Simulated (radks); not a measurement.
All-electron atom: Pt3+ in [Xe] 4f14 5d7 (the NIST ground configuration). Calculated with a radial shooting solver on a logarithmic mesh with Libxc functionals: scalar-relativistic Kohn-Sham, Slater X-alpha with alpha = 0.667, spin-polarised, spherical densities, finite nucleus; open shells are filled with parallel spins first (spin-orbit coupling, left out, can overturn this in heavy ions); Fermi nuclear charge, rms radius 5.427 fm.

Normalised radial functions P(r) = r R(r), r in bohr:

```
   r/bohr * 5s down, o 4f up, + 5p down (the largest magnitude, 1.4, reaches the edge; | marks zero, & curves that meet)
 0.001136                             & *
 0.001515                             & *
 0.002005                             & *
 0.002674                             &  *
 0.003567                             &  *
 0.004719                             o+  *
 0.006294                             o+  *
 0.008328                             o+  *
  0.01111                             o + *
   0.0147                             o *+
   0.0196                             &   +
  0.02614                           * o    +
  0.03459                        *    o     +
  0.04614                       *     o    +
  0.06104                        *    |o +
  0.08142                           + *  o
   0.1086                       +     |    o *
   0.1437                     +       |        *o
   0.1916                          +  |  *            o
   0.2536                     *       |     +                o
   0.3382                *            |           +              o
   0.4511                        *    |      +                   o
   0.5968                      +      |           *         o
    0.796          +                  |              o       *
    1.053        +                    |       o            *
    1.405              +              |  o        *
    1.859                      +      |o  *
    2.479                           + o*
    3.306                             &
    4.375                             &
```

5s down: eigenvalue -134.65 eV, 4 radial nodes at r = 0.0202, 0.0811, 0.210, 0.489 bohr, <r> = 0.947 bohr, 90 % of the charge inside 1.35 bohr. 4f up: eigenvalue -104.29 eV, 0 radial nodes, <r> = 0.517 bohr, 90 % of the charge inside 0.835 bohr. 5p down: eigenvalue -88.260 eV, 3 radial nodes at r = 0.0739, 0.214, 0.526 bohr, <r> = 1.09 bohr, 90 % of the charge inside 1.58 bohr.
